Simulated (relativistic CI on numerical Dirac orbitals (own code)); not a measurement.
How well does a small relativistic CI reproduce Cu VII?

Computed by Dirac-Coulomb-Breit CI, KLI orbitals optimised for each configuration, model QED (radiative potential, 1s self-energy scaled to tabulated hydrogen-like ionisation energies), unscaled Slater integrals (own radial code, finite nucleus).

Configurations in the expansion (outside the closed core [Ne]): 3s²3p⁶3d⁵, 3s²3p⁵3d⁶, 3s²3p⁶3d⁴4s, 3s²3p⁶3d⁴4p, 3s3p⁶3d⁶, 3s²3p⁶3d⁴4d, 3s²3p⁶3d⁴5s, 3s²3p⁶3d⁴4f, 3s²3p⁶3d⁴5p, 3s²3p⁶3d⁴5d, 3s²3p⁶3d⁴5f, 3s²3p⁶3d⁴5g, 3s²3p⁶3d³4s4p, 3s²3p⁶3d³4s², 3s²3p⁶3d²4s²4p, 3s²3p⁶3d²4s²4d, 3s²3p⁶3d²4s²5s, 3p⁶3d⁷, 3p⁵3d⁸. Double excitations out of closed p, d and f shells are left out; levels of such configurations are missing from the list, as are those of other unlisted configurations, and high levels can miss mixing partners.

| Configuration | Term (tabulated) | J | Measured (cm⁻¹) | Computed | Error | Purity (%) |
| --- | --- | --- | --- | --- | --- | --- |
| 3s²3p⁶3d⁵ | 6S | 5/2 | 0.0 | 0 | 0 | 100 |
| 3s²3p⁶3d⁵ | 4G | 11/2 | 46442.7 | 50563 | 4121 | 100 |
| 3s²3p⁶3d⁵ | 4G | 5/2 | 46515.3 | 50663 | 4147 | 99 |
| 3s²3p⁶3d⁵ | 4G | 9/2 | 46575.0 | 50696 | 4121 | 100 |
| 3s²3p⁶3d⁵ | 4G | 7/2 | 46578.2 | 50709 | 4131 | 99 |
| 3s²3p⁶3d⁵ | 4P | 5/2 | 50731.7 | 56735 | 6004 | 87 |
| 3s²3p⁶3d⁵ | 4P | 3/2 | 51066.6 | 57049 | 5982 | 90 |
| 3s²3p⁶3d⁵ | 4P | 1/2 | 51406.6 | 57383 | 5976 | 96 |
| 3s²3p⁶3d⁵ | 4D | 7/2 | 55742.2 | 61730 | 5988 | 99 |
| 3s²3p⁶3d⁵ | 4D | 1/2 | 56209.9 | 62176 | 5966 | 96 |
| 3s²3p⁶3d⁵ | 4D | 5/2 | 56427.2 | 62400 | 5973 | 88 |
| 3s²3p⁶3d⁵ | 4D | 3/2 | 56428.5 | 62395 | 5966 | 90 |
| 3s²3p⁶3d⁵ | 2I | 11/2 | 67757.3 | 73069 | 5312 | 98 |
| 3s²3p⁶3d⁵ | 2I | 13/2 | 67917.9 | 73173 | 5256 | 100 |
| 3s²3p⁶3d⁵ | 2D | 3/2 | 72226.8 | 80191 | 7964 | 92 |
| 3s²3p⁶3d⁵ | 2F | 7/2 | 74407.6 | 82300 | 7892 | 94 |
| 3s²3p⁶3d⁵ | 4F | 9/2 | 75930.5 | 84391 | 8460 | 93 |
| 3s²3p⁶3d⁵ | 4F | 7/2 | 76349.1 | 84782 | 8433 | 93 |
| 3s²3p⁶3d⁵ | 4F | 3/2 | 76886.0 | 85289 | 8403 | 92 |
| 3s²3p⁶3d⁵ | 2H | 9/2 | 80717.0 | 88692 | 7975 | 74 |
| 3s²3p⁶3d⁵ | 2H | 11/2 | 81954.4 | 89748 | 7793 | 98 |
| 3s²3p⁶3d⁵ | 2G | 7/2 | 82745.5 | 90897 | 8151 | 97 |
| 3s²3p⁶3d⁵ | 2G | 9/2 | 83910.4 | 91962 | 8052 | 71 |
| 3s²3p⁶3d⁵ | 2F | 5/2 | 87979.2 | 97229 | 9250 | 98 |
| 3s²3p⁶3d⁵ | 2F | 7/2 | 88279.7 | 97576 | 9297 | 98 |
| 3s²3p⁶3d⁵ | 2S | 1/2 | 95875.4 | 106634 | 10759 | 99 |
| 3s²3p⁶3d⁵ | 2D | 3/2 | 106957.0 | 119109 | 12152 | 100 |
| 3s²3p⁶3d⁵ | 2G | 9/2 | 119534.0 | 132462 | 12928 | 100 |
| 3s²3p⁶3d⁵ | 2G | 7/2 | 119605.4 | 132521 | 12915 | 100 |
| 3s²3p⁶3d⁵ | 2P | 3/2 | 143933.7 | 160823 | 16889 | 99 |
| 3s²3p⁶3d⁵ | 2P | 1/2 | 144077.2 | 160917 | 16840 | 99 |
| 3s²3p⁶3d⁵ | 2D | 3/2 | 156373.6 | 174870 | 18496 | 99 |
| 3s²3p⁶3d⁴4p | 6P° | 3/2 | 497624.0 | 497795 | 171 | 92 |
| 3s²3p⁶3d⁴4p | 6P° | 5/2 | 497863.0 | 498006 | 143 | 94 |
| 3s²3p⁶3d⁴4p | 6P° | 7/2 | 498317.0 | 498436 | 119 | 98 |
| 3s²3p⁶3d⁴4p | 4P° | 1/2 | 498775.0 | 499888 | 1113 | 64 |
| 3s²3p⁶3d⁴4p | 6D° | 5/2 | 502909.0 | 503707 | 798 | 66 |
| 3s²3p⁶3d⁴4p | 6D° | 1/2 | 504338.0 | 505127 | 789 | 65 |
| 3s²3p⁶3d⁴4p | 6D° | 3/2 | 504729.0 | 505541 | 812 | 55 |
| 3s²3p⁶3d⁴4p | 4P° | 5/2 | 505447.0 | 506333 | 886 | 67 |
| 3s²3p⁶3d⁴4p | 4F° | 3/2 | 508524.0 | 509830 | 1306 | 99 |
| 3s²3p⁶3d⁴4p | 4F° | 5/2 | 508877.0 | 510166 | 1289 | 97 |
| 3s²3p⁶3d⁴4p | 4F° | 7/2 | 509418.0 | 510669 | 1251 | 94 |
| 3s²3p⁶3d⁴4p | 4F° | 9/2 | 510250.0 | 511439 | 1189 | 87 |
| 3s²3p⁶3d⁴4p | 4D° | 1/2 | 517847.0 | 519916 | 2069 | 98 |
| 3s²3p⁶3d⁴4p | 4D° | 3/2 | 518282.0 | 520336 | 2054 | 98 |
| 3s²3p⁶3d⁴4p | 4D° | 5/2 | 518863.0 | 520912 | 2049 | 98 |
| 3s²3p⁶3d⁴4p | 4D° | 7/2 | 519415.0 | 521496 | 2081 | 98 |
| 3s²3p⁶3d⁴4p | 4H° | 7/2 | 528494.0 | 530572 | 2078 | 95 |
| 3s²3p⁶3d⁴4p | 4H° | 9/2 | 529027.0 | 531038 | 2011 | 89 |
| 3s²3p⁶3d⁴4p | 4H° | 11/2 | 529891.0 | 531788 | 1897 | 87 |
| 3s²3p⁶3d⁴4p | 4H° | 13/2 | 531047.0 | 532815 | 1768 | 88 |
| 3s²3p⁶3d⁴4p | 4I° | 9/2 | 533103.0 | 535212 | 2109 | 80 |
| 3s²3p⁶3d⁴4p | 4I° | 11/2 | 534912.0 | 536814 | 1902 | 81 |
| 3s²3p⁶3d⁴4p | 4P° | 3/2 | 536229.0 | 542179 | 5950 | 92 |

Measured levels from measured levels as listed in Gamrath, thesis, University of Mons (2023); pairs were made by configuration, J and term (by order where the table uses no LS term), so strongly mixed levels may be paired wrongly.

Mean error by configuration (cm⁻¹): 3s²3p⁶3d⁵ 8438; 3s²3p⁶3d⁴4p 1558. Over the excited levels the mean absolute error is 5508 cm⁻¹ (54 of the 69 excited levels that our extract of the source holds in range could be paired, and the others can miss by more), and the median relative error of those above 1,000 cm⁻¹ is 8.9 %.
